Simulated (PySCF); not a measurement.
## Molecular orbitals of CaO

BLYP at R = 1.806 Å; PySCF, spin-free X2C with a Gaussian nucleus, basis sets Ca x2c-SVPall, O x2c-SVPall. State: ¹Σ⁺ (singlet), closed shell. Only the outer orbitals are listed, counted within each symmetry.

| orbital | occ. | ε (eV) | on Ca (%) | main shells (%) |
| --- | --- | --- | --- | --- |
| 5σ | 2 | -43.22 | 100 | 100 Ca s |
| 6σ | 2 | -24.80 | 90 | 90 Ca p |
| 2π | 2 | -24.50 | 100 | 100 Ca p |
| 2π | 2 | -24.50 | 100 | 100 Ca p |
| 7σ | 2 | -16.58 | 15 | 85 O s, 9 Ca p |
| 3π | 2 | -3.72 | 22 | 78 O p, 18 Ca d |
| 3π | 2 | -3.72 | 22 | 78 O p, 18 Ca d |
| 8σ | 2 | -3.44 | 26 | 73 O p, 13 Ca d |
| 9σ | 0 | -2.33 | 95 | 80 Ca s, 10 Ca p |
| 4π | 0 | 0.11 | 99 | 70 Ca p, 29 Ca d |
| 4π | 0 | 0.11 | 99 | 70 Ca p, 29 Ca d |

Question: Which are the highest filled and the lowest empty level, where do they sit, and how wide is the gap?

Answer: Highest filled 8σ at -3.44 eV (in %: 73 O p, 13 Ca d); lowest empty 9σ at -2.33 eV (in %: 80 Ca s, 10 Ca p); the gap at BLYP is 1.11 eV.

```
bond order (Mayer)                              : 2.29
⟨S²⟩                                            : 0.000
charge on Ca (Mulliken, basis-dependent)        : 0.50
charge on Ca (Löwdin, basis-dependent)          : 0.43
dipole moment (positive dipole means Ca(−)O(+)) : -7.03 D
```
